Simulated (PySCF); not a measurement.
**Run times: promethium in x2c-TZVPall-2c with one added diffuse shell each of s, p, d, f type**

Measured wall times of calculations with PySCF 2.14 in x2c-TZVPall-2c with one added diffuse shell each of s, p, d, f type (12s12p11d5f1g, 147 functions), with two-component X2C-1e, run from one Python driver. Hardware: 1 thread of Neoverse-V2 on a shared host, 3 GiB allowed. The two-electron integrals over 147 functions were computed once and kept in memory (17 CPU seconds with the set-up); the times below exclude them.

Launch command (the driver calls PySCF for each step listed in the task file):

```bash
OMP_NUM_THREADS=1 python sorun2.py TASK.json OUT
```

```csv
species,step,iterations,wall time (s)
Pm [Xe] 4f5 6s2,"GHF, spin-free",12,26
Pm [Xe] 4f5 6s2,"GMP2 (33 electrons), spin-free",,20
Pm [Xe] 4f5 6s2,"GMP2 (33 electrons), screened spin-orbit",,17
Pm⁺ [Xe] 4f5 6s1,"GHF, spin-free",11,24
Pm⁺ [Xe] 4f5 6s1,"GMP2 (32 electrons), spin-free",,16
Pm⁺ [Xe] 4f5 6s1,"GHF, screened spin-orbit",16,66
Pm⁺ [Xe] 4f5 6s1,"GMP2 (32 electrons), screened spin-orbit",,16
```

(1) Roughly how long does GHF, screened spin-orbit take for Pm [Xe] 4f5 6s2 here?

Peak memory of the process: 1.1 GiB. Times on a shared host vary from run to run.

## Answers

(1) About 70 s.
